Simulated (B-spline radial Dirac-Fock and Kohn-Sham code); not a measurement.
# What relativity does to the binding energies of Fe¹⁴⁺

System: Fe¹⁴⁺ in the configuration [Ne] 3s2.

Both columns are ΔSCF binding energies of the configuration average from a radial atomic solver: non-relativistic Hartree-Fock with a point nucleus, and Dirac-Fock with a finite nucleus and the Coulomb interaction alone, averaged over the two j levels with weights 2j+1.

| shell | Hartree-Fock (eV) | Dirac-Fock (eV) | shift (eV) | shift (%) |
| --- | --- | --- | --- | --- |
| 1s | 7539.4 | 7605.9 | +66.45 | +0.88 |
| 2s | 1292.9 | 1307.6 | +14.69 | +1.14 |
| 2p | 1170.4 | 1173.6 | +3.16 | +0.27 |
| 3s | 449.5 | 453.1 | +3.54 | +0.79 |

Relativity binds 1s, 2s, 2p, 3s more strongly, among those listed most of all 2s in relative terms.

Values without a named source are computed, but for edge energies of neutral atoms, which are taken from tables.
